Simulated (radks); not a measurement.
Values are calculated unless marked as measured or tabulated.
How relativity changes the ionisation of neutral terbium ([Xe] 4f9 6s2) to Tb+ ([Xe] 4f9 6s1). Spin-unpolarised spherical Kohn-Sham, PBE, point nucleus unless stated (finite: rms radius 5.06 fm), a radial shooting solver on a logarithmic mesh with Libxc functionals. A level marked "c x" has the speed of light scaled by that factor and shares open shells by 2j + 1; other Dirac levels either fill j = l - 1/2 first or share by 2j + 1.

level                               E(Tb) (hartree)  E(Tb+) (hartree)  IE (eV)   HOMO  <r> HOMO (bohr)
non-rel.                                -11229.6001       -11229.3880    5.771     6s            4.439
scalar-rel.                             -11708.9410       -11708.7145    6.164     4f           0.9103
scalar-rel., finite nucleus             -11708.0182       -11707.7917    6.163     4f           0.9103
Dirac, 2j+1 shares                      -11718.8709       -11718.6443    6.166  4f7/2           0.9213
Dirac, low j first                      -11718.9325       -11718.7060    6.163  4f7/2           0.9251
Dirac, 2j+1 shares, finite nucleus      -11717.9423       -11717.7157    6.165  4f7/2           0.9212
Dirac, c x 0.75                         -12199.1516       -12198.9053    6.702  4f7/2            1.020
Dirac, c x 1.5                          -11433.0190       -11432.8013    5.922  6s1/2            4.327
Dirac, c x 3                            -11278.6218       -11278.4085    5.806  6s1/2            4.413

NIST Atomic Spectra Database: 5.864 eV (measured). The relativistic part of the total energy of Tb is -488.3 hartree (Dirac, 2j+1 shares, finite nucleus), 4.3 % of the non-relativistic value. Spin polarisation and multiplet splitting of open shells are left out at every level.

Beside tabulated values, note that relativity, absent from the non-relativistic runs, is large for the heavy elements, and spin-unpolarised runs miss the spin-polarisation part of the exchange energy of open shells.
